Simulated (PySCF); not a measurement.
sulfur difluoride (F₂S), SMILES FSF. Coordinates come from a ωB97X-D3(BJ)/def2-TZVP optimisation.

Q: Give the equilibrium geometry at ωB97X-D3(BJ)/def2-TZVP (PySCF confirms it by a frequency run) as bond lengths and angles, and its point group. (An estimate is asked for; the answer gives what the named calculation found.)

A: point group C2v.
Atoms: F1 S2 F3. Bonds (Å): F1–S2 1.594, S2–F3 1.594. Bond angles (°): F1–S2–F3 98.5.
Charge 0, spin multiplicity 1.
